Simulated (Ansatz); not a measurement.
The cluster Al3Ga⁻ (the lowest doublet isomer of a short search), 4 atoms. Hardware: 2 threads of Arm Neoverse V2 on a shared host.

The 6-31G sets use Cartesian d functions. Correlated methods freeze 24 core orbitals; core or outer-core shells of Ga are correlated, in sets that lack core-valence functions.

Task: How many basis functions does each of these Ansatz runs have, and roughly what does it cost? PBE0-D4/def2-SVPD, charge -1 doublet, energy, from earlier orbitals; HF/6-31G, charge -1 doublet, energy; r2SCANh-D4/def2-TZVPD, charge -1 doublet, energy, from earlier orbitals; PBE-D4/def2-TZVPD, charge 0 singlet at the geometry of the charge -1 doublet, energy, from earlier orbitals; PBE0-D4/def2-TZVPD, charge -1 doublet, energy, from earlier orbitals; r2SCAN-D4/def2-TZVPD, charge -1 quartet, energy, from earlier orbitals; HF/6-31G, charge -1 quartet, energy; B3LYP-D4/def2-TZVPD, charge -1 doublet, energy, from earlier orbitals; PBE0-D4/def2-SVPD, charge -1 doublet, relaxation, 6 steps; r2SCAN-D4/def2-TZVPD, charge -1 doublet, energy and forces, from earlier orbitals; r2SCAN-D4/def2-TZVPD, charge 0 triplet at the geometry of the charge -1 doublet, energy, from earlier orbitals; CCSD(T)/def2-TZVPD, charge -1 doublet, energy, from earlier orbitals.

Result: Other jobs shared the machine, so times can vary by a factor of up to 3. A dash marks memory too small to be measured apart from the calling script's.

| run | functions | fitting or Cholesky vectors | wall time | peak host memory (GiB) |
| --- | --- | --- | --- | --- |
| HF/6-31G, charge -1 quartet, energy | 68 | 664 | 1.2 s | – |
| HF/6-31G, charge -1 doublet, energy | 68 | 664 | 1.2 s | – |
| PBE-D4/def2-TZVPD, charge 0 singlet at the geometry of the charge -1 doublet, energy, from earlier orbitals | 183 | 1168 | 4.1 s | – |
| PBE0-D4/def2-SVPD, charge -1 doublet, energy, from earlier orbitals | 110 | 997 | 5.5 s | – |
| PBE0-D4/def2-TZVPD, charge -1 doublet, energy, from earlier orbitals | 183 | 1306 | 18 s | 0.79 |
| B3LYP-D4/def2-TZVPD, charge -1 doublet, energy, from earlier orbitals | 183 | 1259 | 26 s | 1.1 |
| PBE0-D4/def2-SVPD, charge -1 doublet, relaxation, 6 steps | 110 | 1072 | 28 s | – |
| r2SCAN-D4/def2-TZVPD, charge -1 quartet, energy, from earlier orbitals | 183 | 1168 | 37 s | 0.56 |
| r2SCAN-D4/def2-TZVPD, charge -1 doublet, energy and forces, from earlier orbitals | 183 | 1168 | 45 s | 0.56 |
| r2SCAN-D4/def2-TZVPD, charge 0 triplet at the geometry of the charge -1 doublet, energy, from earlier orbitals | 183 | 1168 | 49 s | 0.55 |
| r2SCANh-D4/def2-TZVPD, charge -1 doublet, energy, from earlier orbitals | 183 | 1199 | 56 s | 1.1 |
| CCSD(T)/def2-TZVPD, charge -1 doublet, energy, from earlier orbitals | 183 | 1166 | 2.6 min | 3.6 |
